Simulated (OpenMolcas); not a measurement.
## d3 ions of charge +3 down a group with 4 bromide ligands in tetrahedral coordination

```yaml
Program: OpenMolcas 26.06
Method: CASSCF
Spin-orbit_coupling: state interaction with AMFI integrals over the reference wave functions
```

The d shell is active. Anionic complexes are neutralised by point charges behind the ligands. Distances were set from a Shannon-type radius of the metal (high-spin where two are listed) plus a fixed donor radius (Br 1.91 Å). Ligand basis ANO-RCC-VDZP, DKH2 Hamiltonian. States (labels of Td). Energies in cm-1 above the lowest state or level, χT in cm3 K/mol; under a threefold ground state the first gap can be a small split of the lowest multiplet, not the spin-orbit step. Spin-only χT is S(S+1) / 2 for the spin of the ground state.

| Ion | Shell | R (Å) | Metal basis | Outer charge (e at Å behind ligand) | Ground state | First state of that spin | First gap with spin-orbit (degeneracies) | χT at 300 K | First state of another spin | Spin-only χT |
| --- | --- | --- | --- | --- | --- | --- | --- | --- | --- | --- |
| Cr3+ | 3d3 | 2.4 | ANO-RCC-VDZP | 0.25 at 2.6 | 4T1 | 4T2 4344 | 19.1 (4, 2) | 1.721 | 2E 13390 | 1.875 |
| Mo3+ | 4d3 | 2.47 | ANO-RCC-VDZP | 0.25 at 2.6 | 4T1 | 4T2 6911 | 165.7 (4, 2) | 1.160 | 2E 5292 | 1.875 |

χT departs most from the spin-only value for Mo3+, by -0.715 cm3 K/mol.

An orbital triplet at a regular site is open to Jahn-Teller coupling, which can distort the site and quench the lowest spin-orbit gaps and is left out. Without dynamic correlation the repulsion within the d shell is too large (B by tens of per cent), so at a given field states of lower spin stand too high. Ligand-to-metal charge-transfer states are missing. With no ligand orbital active B as a rule stays too high, so bands that hang on it stand too high and its fall with covalency is understated. With metal d orbitals alone and no dynamic correlation the field as a rule comes out too small, by tens of per cent, by up to half for chloride and softer ligands (holds for Cr3+). This shell can be high or low spin here, a state of another spin lies low, and with metal d orbitals alone active their balance is uncertain, so the ground spin may be wrong (holds for Mo3+). The least metal-like active orbital is 78 % on the metal (Löwdin) and no ligand orbital is active, so the numbers are rough (holds for Mo3+). With metal d orbitals alone the field can be off either way by tens of per cent (holds for Mo3+). No measured value stands beside these numbers; the geometry was imposed, not optimised, and the real ion may take another.
